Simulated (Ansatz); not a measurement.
A run for Ansatz (a first-principles code): R-PBE0/def2-TZVPP on H4N2Si (SMILES N[Si]N), a point of a torsion scan.

Ansatz 0.2 input:
```yaml
crystal:
  periodic: [false, false, false]
  atoms:
    - {symbol: N, position_ang: [1.38173369, -0.03931820, -0.14654726]}
    - {symbol: Si, position_ang: [0.60831338, 0.02959766, 1.38511929]}
    - {symbol: N, position_ang: [-0.27024379, -1.44345898, 1.30049871]}
    - {symbol: H, position_ang: [1.27247855, -0.78622878, -0.82001915]}
    - {symbol: H, position_ang: [2.00586341, 0.67641514, -0.47407852]}
    - {symbol: H, position_ang: [-0.25571347, -2.08507385, 0.51851779]}
    - {symbol: H, position_ang: [-0.86735662, -1.76468459, 2.04168921]}
basis:
  gaussian:
    orbitals: def2-TZVPP
hamiltonian:
  xc: {name: PBE0}
scf: {lower_state_search: off}
```

### Question
Predict the final total energy.

### Answer
-401.2473 hartree.
